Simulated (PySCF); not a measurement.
Basis and Hamiltonian dependence of the ionisation energy of Mn

Mn [Ar] 3d5 4s2 (6S) → Mn⁺ [Ar] 3d5 4s1 (7S). All values are computed (PySCF 2.14, energy differences of UHF-based or UKS calculations, no spin-orbit coupling). Values in eV.

```csv
basis,Hamiltonian,functions,UHF,PBE,PBE0,MP2 (valence),CCSD(T) (valence),CCSD(T) (valence and next inner shell)
def2-SVP,non-relativistic,31,5.954,7.131,7.017,6.603,n/a,n/a
cc-pVDZ-DK,spin-free X2C,43,6.032,7.238,n/a,6.909,n/a,n/a
cc-pVDZ,non-relativistic,43,5.982,7.163,7.028,6.845,n/a,n/a
pcseg-2,non-relativistic,56,5.973,n/a,n/a,6.873,n/a,n/a
aug-cc-pVDZ-DK,spin-free X2C,59,6.030,7.237,7.096,6.980,7.280,n/a
aug-cc-pVDZ,non-relativistic,59,5.980,7.162,7.027,6.913,7.212,n/a
def2-TZVPPD,non-relativistic,67,5.978,7.204,7.059,6.893,7.201,7.247
cc-pVTZ,non-relativistic,68,5.973,n/a,n/a,6.897,n/a,n/a
aug-cc-pVTZ-DK,spin-free X2C,93,6.022,7.245,7.099,7.043,7.335,n/a
ANO-R3,spin-free X2C,98,6.024,7.234,7.090,6.949,n/a,n/a
dyall-av2z,non-relativistic,101,5.975,7.196,7.051,6.907,7.210,n/a
"aug-cc-pVTZ with one added diffuse shell each of s, p, d, f, g type",non-relativistic,118,5.973,7.170,7.030,6.992,n/a,n/a
aug-cc-pwCVTZ-DK,spin-free X2C,127,6.022,7.240,7.096,7.055,n/a,n/a
aug-cc-pVQZ,non-relativistic,140,5.972,7.162,7.024,7.007,n/a,n/a
```

Frozen in the all-electron rows: valence: [Ar]; valence and next inner shell: [Ne].

Non-relativistic rows lack the scalar-relativistic shift.

Reference for a calculation without spin-orbit coupling: 7.434 eV (measured, between term centres; NIST).
